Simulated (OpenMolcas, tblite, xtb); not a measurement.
Ge2SiH8 (SMILES [GeH3][SiH2][GeH3]): the vertical energy of the triplet above the singlet, rung by rung

Ge2SiH8 has 11 atoms, charge 0, and is taken as a singlet. As SMILES, `[GeH3][SiH2][GeH3]`. Geometry: relaxed at PBE0-D4/def2-TZVP.

Quantity: the vertical energy of the triplet above the singlet, in eV. The values are calculated.

```tsv
level	kind	program	value (eV)	CPU time (all runs)
GFN2-xTB	semi-empirical	tblite	4.34	under 2 s
GFN1-xTB	semi-empirical	xtb	4.04	under 2 s
HF/cc-pVDZ	Hartree–Fock	OpenMolcas	6.44	2 min
SVWN5/cc-pVDZ	LDA	OpenMolcas	5.79	2.7 min
BLYP/cc-pVDZ	GGA	OpenMolcas	5.76	4 min
r2SCAN/cc-pVDZ	meta-GGA	OpenMolcas	5.94	4.1 min
M06-2X/cc-pVDZ	hybrid meta-GGA	OpenMolcas	6.06	4.1 min
```

All-electron rows without a relativistic Hamiltonian named are non-relativistic. The values span 4.04 to 6.44 eV. GFN1-xTB: no spin polarisation, so open shells miss the exchange term that lowers them. A triplet this far above the singlet is often a Rydberg-like or dissociative state; sets without diffuse functions put Rydberg states too high. CPU times are rough (shared hosts, several kinds of processor and program).
